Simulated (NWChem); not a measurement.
Ga cation, singlet

Computed with NWChem. Low-valent species are run as closed-shell singlets; no triplet was tried in these runs. GIAO values for the isolated, static molecule; σ is the absolute isotropic shielding.

Q: Predict the results for LDA (Slater exchange, VWN5)/pcSseg-1. Quantities: σ Ga1 (ppm).

A: 
| Item | Value |
|---|---|
| σ Ga1 (ppm) | 2632.0 |
